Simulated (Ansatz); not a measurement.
`B[SiH2]OCC` + `C=CNC` → `CCO[SiH2]C` + `BNC=C`  (formal exchange of groups at the Si–B bond)

Calculated with Ansatz (gas phase, PBE0-D4/def2-TZVP geometries, no zero-point term in ΔE). CCSD(T)/CBS is the MP2 limit (def2-TZVPP, def2-QZVPP) plus CCSD(T) − MP2 in def2-TZVPP, frozen cores. DFT in def2-TZVPP. B3LYP here is the variant with VWN-RPA as its local correlation; programs differ in this. Each species was taken in one conformer, which may not be the lowest.

```tsv
level	ΔE (kJ/mol)	difference from CCSD(T)/CBS
PBE-D4	-247.4	10.0
r2SCAN-D4	-256.2	1.2
PBE0-D4	-250.0	7.4
B3LYP-D4	-254.4	3.0
ωB97X-V	-248.3	9.1
B2PLYP	-258.1	-0.7
r2SCAN	-256.1	1.3
PBE0	-249.4	8.0
B3LYP	-253.1	4.3
HF/def2-TZVPP	-247.8	9.6
SCS-MP2/def2-TZVPP	-259.3	-1.9
CCSD/def2-TZVPP	-254.6	2.8
CCSD(T)/def2-TZVPP	-256.5	0.9
HF/def2-QZVPP	-248.1	9.3
SCS-MP2/def2-QZVPP	-260.0	-2.6
CCSD/CBS(def2)	-255.5	1.9
CCSD(T)/CBS	-257.4	0
```

Largest T1 diagnostic among the species: 0.013.

In def2-TZVPP, CCSD(T) changes the Hartree–Fock value by −8.7 kJ/mol (the triples alone add −1.9 kJ/mol) and MP2 by −18.1 kJ/mol.
